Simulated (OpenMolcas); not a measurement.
# How basis sets differ on C2H4GaN (SMILES N=C=[CH][GaH2])

C2H4GaN: 8 atoms, total charge 0, spin state singlet. As SMILES, `N=C=[CH][GaH2]`. The shape is that of a PBE0-D4/def2-TZVP optimisation.

```xyz
8

N     0.3369    2.0617   -0.8546
C     0.3656    1.1149   -0.0960
C     0.4723    0.0257    0.6228
Ga   -0.3813   -1.5936    0.0072
H    -0.4114    2.7406   -0.7702
H     1.0405    0.0739    1.5452
H    -0.2319   -2.8864    0.8763
H    -1.1906   -1.5368   -1.3307
```

Each level gives the HOMO–LUMO gap (eV). The values are calculated.

```
                   level          kind     program  value (eV)
       HF/ANO-R0 (sfX2C)  Hartree–Fock  OpenMolcas       10.45
    HF/ANO-RCC-MB (DKH2)  Hartree–Fock  OpenMolcas       11.27
               HF/STO-3G  Hartree–Fock  OpenMolcas       11.67
HF/STO-3G (RICD fitting)  Hartree–Fock  OpenMolcas       11.66
                HF/3-21G  Hartree–Fock  OpenMolcas       10.67
             HF/def2-SVP  Hartree–Fock  OpenMolcas       10.99
```

All-electron rows without a relativistic Hamiltonian named are non-relativistic. The values span 10.45 to 11.67 eV. A Hartree–Fock LUMO above zero doesn't converge with the basis: it sinks as sets grow more diffuse. Orbital gaps aren't excitation energies.
